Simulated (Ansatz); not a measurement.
Born–Oppenheimer molecular dynamics of AlClH2O2 (6 atoms, charge 0, multiplicity 1). It starts from a relaxed structure.

Computed with RKS PBE0-D4/6-31G in Ansatz.

```json
{
  "ensemble": "NVT, Nosé–Hoover chain",
  "time step": "0.5 fs",
  "steps asked": "300",
  "set temperature": "700 K",
  "thermostat": "time constant 1 fs, chain length 1",
  "seed": "305069"
}
```

First frame:

```xyz
6
Properties=species:S:1:pos:R:3
Al 0.012 -0.253 0.080
Cl -0.023 0.091 2.226
O 1.524 -0.373 -0.631
H 2.102 -0.494 -1.377
O -1.437 -0.383 -0.764
H -2.388 -0.386 -0.810
```

How far do the bonds stretch over the last three quarters of this one trajectory? (Pairs bonded in most of those frames.)


```tsv
bond	mean (Å)	spread (Å)	shortest	longest
Al1–Cl2	2.182	0.046	2.11	2.27
Al1–O3	1.708	0.054	1.63	1.79
Al1–O5	1.693	0.028	1.64	1.74
O3–H4	0.964	0.010	0.95	0.98
O5–H6	0.957	0.008	0.94	0.97
```

Mean temperature of the second half: 700 K. The conserved energy stayed within 0.072 meV per atom of its start (net change 0.032 meV per atom), so the integration is sound. A run of 0.15 ps of so small a system gives no equilibrium averages. Limits of this set-up: no polarisation functions.

Time of the run: 5.2 min on 1 thread of Intel(R) Xeon(R) 6975P-C (Granite Rapids), on a shared host, peak memory 0.12 GiB.
